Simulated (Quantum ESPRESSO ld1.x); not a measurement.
The numbers below are computed, except where a source is named.
All-electron atom: the tellurium ion Te42+ in [Ne]. Code: ld1.x of Quantum ESPRESSO 7.5. Model: non-relativistic Kohn-Sham, LDA (Slater exchange, VWN5 correlation), spin-polarised, spherical densities, point nucleus; relativity is left out, which matters for an element this heavy.

Normalised radial functions P(r) = r R(r), r in bohr:

r             1s       2s
0.002797  1.7947   0.5913
0.003389  2.1088   0.6939
0.004106  2.4617   0.8085
0.004975  2.8511   0.9338
0.006029  3.2709   1.0666
0.007305  3.7093   1.2017
0.008851  4.1482   1.3304
0.01072   4.5613   1.4402
0.01299   4.9139   1.5136
0.01574   5.1646   1.5283
0.01908   5.2681   1.4575
0.0233    5.1749   1.2620
0.02823   4.8639   0.9308
0.03421   4.3349   0.4439
0.04145   3.6230  -0.1919
0.05022   2.8021  -0.9375
0.06086   1.9734  -1.7141
0.07374   1.2412  -2.4057
0.08935   0.6811  -2.8797
0.1083    0.3170  -3.0250
0.1312    0.1209  -2.8000
0.1602    0.0343  -2.2381
0.1941    0.0076  -1.5458
0.2352    0.0012  -0.8948
0.285     0.0001  -0.4206
0.3453    0.0000  -0.1542
0.4184    0.0000  -0.0420

1s: eigenvalue -33128 eV, 0 radial nodes, <r> = 0.0292 bohr, 90 % of the charge inside 0.0520 bohr. 2s: eigenvalue -7127.0 eV, 1 radial node at r = 0.0393 bohr, <r> = 0.124 bohr, 90 % of the charge inside 0.189 bohr.
